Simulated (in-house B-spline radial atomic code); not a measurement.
**Ionising Zr6+ with different functionals**

Computed with an all-electron radial atomic-structure program (B-spline basis): four-component Dirac-Coulomb Hamiltonian, Fermi nucleus of rms radius 4.2694 fm, spin-restricted, spherical fractional occupations for the functionals, and exact exchange of hybrids averaged over the configuration. The ionisation energy is the difference of two self-consistent energies, [Ar] 3d10 4s2 4p4 → [Ar] 3d10 4s2 4p3, without Breit or QED terms; ε is the level of the shell that loses the electron (mean over j). The electron is taken from both j subshells in proportion to 2j + 1, so the result is a j average, not the step between ground levels.

```tsv
method	rung	ΔSCF (eV)	-ε(4p) (eV)
PBE0	global hybrid	115.21	108.75
HSE06	range-separated hybrid	115.14	108.27
LC-wPBE	range-separated hybrid	?	?
wB97X	range-separated hybrid	?	?
```

(1) What does wB97X give?

(2) What does LC-wPBE give?

(3) Among the functionals, which spreads more, the ΔSCF values or the orbital energies?

(4) How do they compare with the NIST value?

## Answers

(1) ΔSCF 114.98 eV, and -ε(4p) = 111.18 eV.

(2) ΔSCF 115.26 eV, and -ε(4p) = 111.68 eV.

(3) The orbital energies: ΔSCF values span about 0.28 eV and the orbital energies 3.41 eV; here energy differences depend much less on the functional than eigenvalues do.

(4) NIST lists 112 eV ± 2 (tabulated theory, ground level to ground level). Errors run from +2.98 to +3.26 eV; all lie within about twice that uncertainty, so the table can't rank the methods.
